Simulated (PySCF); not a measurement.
C3H2F3, doublet (typed; the unrestricted solution is spin-contaminated), at a GFN2-xTB geometry.

PySCF was given this input:
```python
from pyscf import gto, scf
from pyscf.geomopt import geometric_solver
from pyscf.hessian import thermo

mol = gto.Mole()
mol.atom = '''
    F     2.637444   -0.202212    0.179389
    C     1.421884    0.319453    0.005731
    C     0.315763   -0.484001    0.119108
    C    -0.969483   -0.051154   -0.039295
    F    -2.033512   -0.833290    0.071734
    F    -1.324679    1.196850   -0.322671
    H     1.427290    1.372722   -0.217639
    H     0.450451   -1.530642    0.348319
'''
mol.basis = 'sto-3g'
mol.charge = 0
mol.spin = 1
mol.verbose = 3
mol.build()

def method(m):
    mf = scf.UHF(m)
    return mf

conv, mol_eq = geometric_solver.kernel(method(mol), maxsteps=100, convergence_set='GAU_TIGHT')
print('optimisation converged:', conv)
print(mol_eq.tostring(format='xyz'))
mf = method(mol_eq)
mf.kernel()
hess = mf.Hessian().kernel()
freq = thermo.harmonic_analysis(mf.mol, hess)
print('frequencies / cm-1', freq['freq_wavenumber'].round(1))
th = thermo.thermo(mf, freq['freq_au'], 298.15, 101325)
thermo.dump_thermo(mf.mol, th)
```

**Question.** Estimate the <S^2> that HF/STO-3G, optimisation and frequencies run with PySCF returns for this input.

**Answer.** 1.070

**Question.** Estimate the total energy at the end of the optimisation that HF/STO-3G, optimisation and frequencies returns for this input.

**Answer.** -407.434782 Ha

**Question.** Estimate the dipole moment that HF/STO-3G, optimisation and frequencies returns for this input.

**Answer.** 0.14 D

**Question.** Predict the zero-point energy from HF/STO-3G, optimisation and frequencies.

**Answer.** 30.4 kcal/mol

**Question.** Give the HOMO energy at the level HF/STO-3G, optimisation and frequencies.

**Answer.** -6.97 eV

**Question.** Give the harmonic frequencies (imaginary ones negative) at the level HF/STO-3G, optimisation and frequencies.

**Answer.** 165, 170, 211, 277, 394, 481, 575, 603, 936, 978, 1249, 1375, 1405, 1635, 1651, 1736, 3682, 3725 cm⁻¹

These values belong to the state on which the SCF converged, which isn't shown to be the lowest.

**Question.** Roughly what does it cost on one core?

**Answer.** roughly 23 core-seconds.
